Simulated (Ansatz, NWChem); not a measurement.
# Worked example: the enthalpy of formation of InHF2 (SMILES [F][InH][F])

InHF2: 4 atoms, total charge 0, spin state singlet. SMILES: `[F][InH][F]`. The shape is that of a PBE0-D4/def2-TZVP optimisation.

```
atom    x (Å)    y (Å)    z (Å)
   F  -1.6943  -0.6688   0.2417
  In   0.0438   0.1138  -0.0884
   F   1.3408  -1.0047   0.8112
   H   0.3654   1.4994  -0.9848
```

Total energies at B3LYP/def2-TZVPD (core potential) (NWChem 7.3.0); the atoms run unrestricted:

```
species    state  energy (Eh)
  InHF2  singlet  -390.633739
      F  doublet   -99.771097
     In  doublet  -190.186722
      H  doublet    -0.502154
```

Harmonic wavenumbers at PBE0-D4/def2-TZVP, in cm⁻¹: 153, 396, 405, 610, 611, 1939.

Measured heats of formation of the gaseous atoms at 298.15 K, in kJ/mol: F 79.4, In 243.3, H 218.0. Spin-orbit lowering of the atoms at 298 K (mean of the ground term's levels less their thermal mean, from spectra), in kJ/mol: F 1.29, In 17.64. Take 1 Eh = 2625.50 kJ/mol, 1 cm⁻¹ = 0.0119627 kJ/mol, RT = 2.479 kJ/mol.

**Question.** What heat of formation follows?

**Answer.** 
1. Electronic atomisation energy: 2 × (-99.771097) + (-190.186722) + (-0.502154) − (-390.633739) = 0.402669 Eh = 1057.2 kJ/mol.
2. Zero-point energy: half the sum of the wavenumbers, 2057 cm⁻¹ = 24.6 kJ/mol.
3. Thermal vibrational enthalpy, Σ hcν̃/(exp(hcν̃/kT) − 1): 4.1 kJ/mol. Translation, rotation and pV of a non-linear molecule: 4 RT = 9.9 kJ/mol.
4. The 4 free atoms carry 5/2 RT each: 24.8 kJ/mol.
5. Spin-orbit coupling lowers the free atoms by 2 × 1.29 + 17.64 = 20.2 kJ/mol.
6. Atomisation enthalpy at 298 K: 1057.2 − 20.2 − 24.6 − 4.1 − 9.9 + 24.8 = 1023.2 kJ/mol.
7. Sum of the atoms' heats of formation: 620.1 kJ/mol. Heat of formation: 620.1 − 1023.2 = -403.1 kJ/mol.

No measured value is set beside it here. Anharmonicity and any spin-orbit splitting of the molecule are left out.
